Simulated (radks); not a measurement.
Problem. The mean radii <r> (bohr) of the occupied orbitals of an atom or ion are listed with their occupations. All-electron calculation, scalar-relativistic Kohn-Sham, BLYP, spin-polarised, spherical densities, finite nucleus; Fermi nuclear charge, rms radius of each element as measured or else 0.836 A^(1/3) + 0.57 fm. Program: a radial shooting solver on a logarithmic mesh with Libxc functionals.

| orbital | occ. | <r> |
|---|---|---|
| 1s | 2 | 0.02556 |
| 2s | 2 | 0.1079 |
| 2p | 6 | 0.09428 |
| 3s | 2 | 0.2593 |

Name the element and its charge. Open shells, if any, are filled with parallel spins first.

Solution. Z = 56, barium, charge +44: Ba44+ in [Ne] 3s2. The 1s radius gives Z: for a bare nucleus <r> = (2 gamma + 1)/(2Z) with gamma = sqrt(1 - (Z/c)^2), 0.02523 bohr for Z = 56, and screening makes it slightly larger (0.02556 here). The occupations add up to 12, and the charge is Z minus that.
